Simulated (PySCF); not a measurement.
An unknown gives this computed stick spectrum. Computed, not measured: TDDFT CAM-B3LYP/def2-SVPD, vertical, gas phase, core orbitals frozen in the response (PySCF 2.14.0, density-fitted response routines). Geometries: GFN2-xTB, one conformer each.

```tsv
state	λ (nm)	f
S1	294.4	0.0079
S2	259.1	0.0031
S3	257.8	0.026
S4	235.8	0.0062
S5	231.6	0.056
S6	207.9	0.0012
S7	204.8	0.432
S8	198.3	0.338
```

Orbital energies (eV): HOMO-3 -10.63, HOMO-2 -9.94, HOMO-1 -9.73, HOMO -9.65, LUMO -1.77, LUMO+1 -1.08, LUMO+2 1.05.

Question: Which structure fits?
A. `Cc1nncc(C#N)n1`
B. `C#Cc1nn[nH]c1C`
C. `N#Cc1cpccn1`

Answer: C. Its S1 lies at 4.21 eV; the nearest of the others has S1 at 2.87 eV. S1 is HOMO→LUMO (96%). Löwdin shares by element: HOMO nitrogen 37% or more, phosphorus 21%, carbon 19% or more (atoms not listed hold the other 23%); LUMO phosphorus 34%, carbon 27% or more, nitrogen 18% or more (atoms not listed hold the other 22%). At the same level the other candidates give, for their lowest levels:
- `C#Cc1nn[nH]c1C`: 217 nm (f 0.009); 212 nm (f 0.202); 207 nm (f 0.003); 202 nm (f 0.000); 199 nm (f 0.095); T1 4.15 eV; HOMO -8.21, LUMO 0.62 eV
- `Cc1nncc(C#N)n1`: 432 nm (f 0.003); 317 nm (f 0.000); 235 nm (f 0.148); 234 nm (f 0.012); 219 nm (f 0.000); T1 2.20 eV; HOMO -8.94, LUMO -2.09 eV
Triplets come from the Tamm–Dancoff approximation.
